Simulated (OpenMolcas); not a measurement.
Ag2+ with 6 ligands (fluoride) in octahedral coordination (Oh). A charge of +0.667 e stands 2.6 Å behind each ligand. Ligand basis ANO-RCC-VDZP.

```
Program             : OpenMolcas 26.06
Method              : SS-CASPT2, IPEA 0.25 Eh, imaginary shift 0.1 Eh (closed shells correlated: 4s 4p and the ligand valence shells)
Basis               : ANO-RCC-VDZP [6s5p3d1f]
Scalar Hamiltonian  : DKH2, point nucleus
Active space        : 9 electrons in 5 orbitals (4d)
State averaging     : 2S+1 = 2 even, 5 roots
Spin-orbit coupling : state interaction with AMFI integrals over the reference wave functions
```

All ligands move together. At R = 2.25 Å |10Dq| is 9305 cm-1, and at R = 2.4 Å it is 6708 cm-1.

Problem. A third run gives 10994 cm-1. What distance was it run at?

Solution. With a power law R^-n the two known points give n = -ln(6708 / 9305) / ln(2.4 / 2.25) = 5.07. Then R = 2.25 × (9305 / 10994)^(1/5.07) = 2.177 Å. The run was at 2.18 Å, so the estimate is off by -0.003 Å.

Roots that are degenerate in the reference are averaged as groups; the widest CASPT2 spread within a group is 97 cm-1 (the 3-fold group of multiplicity 2 near 9310 cm-1 above the lowest state of its run, R = 2.25). Shifts and gaps below about the spread of the groups concerned are not significant. Over all roots computed the reference weight is 0.71 in R = 2.18, 0.70 to 0.71 in R = 2.25, 0.70 to 0.71 in R = 2.4; a low but even weight reflects the number of correlated electrons. An orbital doublet at a regular site is open to a Jahn-Teller distortion, which this geometry leaves out. Ligand-to-metal charge-transfer states are missing. With one d shell and no ligand orbital active, 10Dq can be off by a tenth or more. Free-ion shares, where given, are those of the reference states; single-state CASPT2 does not remix them. No measured value stands beside these numbers; the geometry is a model, was not optimised and need not be the one that this ion takes.
